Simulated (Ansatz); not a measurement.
One change: `CNC(O)O` becomes `OC(O)N[SiH3]`.

Ansatz, PBE0-D4/def2-TZVP geometries, multiplicity 1. Each molecule was computed in one conformer, which needn't be the lowest.

```tsv
property	`CNC(O)O`
size of the dipole moment (PBE/def2-TZVPP) / D	1.02
HOMO–LUMO gap (B3LYP/def2-TZVPP) / eV	7.54
LUMO energy (PBE0/def2-TZVPP) / eV	1.08
HOMO energy (PBE/def2-TZVPP) / eV	-5.61
LUMO energy (PBE/def2-TZVPP) / eV	0.22
HOMO–LUMO gap (PBE/def2-TZVPP) / eV	5.83
```

Question: What does the change do to each property? (Estimate.)

Answer: Ansatz gave: 
```tsv
property	`OC(O)N[SiH3]`	shift
size of the dipole moment (PBE/def2-TZVPP) / D	1.16	0.14
HOMO–LUMO gap (B3LYP/def2-TZVPP) / eV	7.56	0.02
LUMO energy (PBE0/def2-TZVPP) / eV	0.45	-0.63
HOMO energy (PBE/def2-TZVPP) / eV	-6.18	-0.57
LUMO energy (PBE/def2-TZVPP) / eV	-0.39	-0.61
HOMO–LUMO gap (PBE/def2-TZVPP) / eV	5.80	-0.03
```

With PBE0 the HOMO falls by 0.52 eV and the LUMO falls by 0.63 eV, so the gap narrows by about 0.11 eV. PBE moves the HOMO by -0.57 eV and ωB97M-V by -0.46 eV. Dipoles are sizes alone; their direction can turn.

B3LYP here is the variant with VWN-RPA as its local correlation; programs differ in this.
